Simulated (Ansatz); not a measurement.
Consider the silylene formation by 1,1-elimination: `O[Si](O)(O)F` → `OO` + `O[Si]F`.

Isolated molecules relaxed with PBE0-D4/def2-TZVP in Ansatz; ΔE leaves out vibrations. CCSD(T)/CBS is the MP2 limit (def2-TZVPP, def2-QZVPP) plus CCSD(T) − MP2 in def2-TZVPP, frozen cores. This one scheme is used for every species. DFT in def2-TZVPP. HSE06 is defined as in plane-wave codes. Each species was taken in one conformer, which may not be the lowest.

**Question.** Is it downhill or uphill in electronic energy at CCSD(T)/CBS, and by how much? (Estimate.)

**Answer.** Computed: Uphill: ΔE = +719.7 kJ/mol.

**Question.** What do these levels give: LDA (SPW92), PBE-D4, revPBE-D4, ωB97M-V, PBE-QIDH, r2SCANh, r2SCAN0, HSE06, CCSD/def2-SVP, MP2/def2-QZVPP, SCS-MP2/def2-QZVPP, HF/CBS(def2)? (Estimate.)

**Answer.** Computed: LDA (SPW92) 705.6, PBE-D4 658.0, revPBE-D4 651.1, ωB97M-V 696.0, PBE-QIDH 740.0, r2SCANh 729.2, r2SCAN0 743.1, HSE06 695.0, CCSD/def2-SVP 667.7, MP2/def2-QZVPP 750.9, SCS-MP2/def2-QZVPP 732.6, HF/CBS(def2) 755.2 kJ/mol.

Largest T1 diagnostic among the species: 0.015.

From r2SCAN to r2SCAN0 (25 % exact exchange), in def2-TZVPP and without D4, ΔE moves by +23.6 kJ/mol. In def2-TZVPP, CCSD(T) changes the Hartree–Fock value by −42.3 kJ/mol (the triples alone add −7.7 kJ/mol) and MP2 by −7.8 kJ/mol.
